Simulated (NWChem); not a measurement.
System: ZrH$_{3}$Br; SMILES [ZrH3][Br]

NWChem input:

```
start job
memory heap 200 mb stack 900 mb global 1100 mb
geometry units angstroms
  Zr     0.000000     0.000000     0.985481
  Br     0.000000     0.000000    -1.485163
  H      1.735838    -0.106167     1.585315
  H     -0.775976     1.556364     1.585315
  H     -0.959863    -1.450196     1.585315
end
basis spherical
  * library 3-21g
end
dft
  xc b3lyp
  iterations 150
end
driver
  maxiter 120
end
task dft optimize
task dft freq
```

This build's default masses of Se (78.918 u) and Br (79.917 u) are each other's, which moves their modes by up to 0.6 %.

The level has its own optimisation; frequencies are unscaled.

Problem. What results follow from this input? (B3LYP/3-21G, non-relativistic.) Quantities: r Br–Zr (Å); r H–Zr (Å); highest harmonic frequency (cm⁻¹); lowest (cm⁻¹); zero-point energy (kcal/mol); dipole (D).

Solution. 
```yaml
r Br–Zr (Å): 2.503
r H–Zr (Å): 1.840
highest harmonic frequency (cm⁻¹): 1664
lowest (cm⁻¹): 276
zero-point energy (kcal/mol): 10.9
dipole (D): 0.91
```
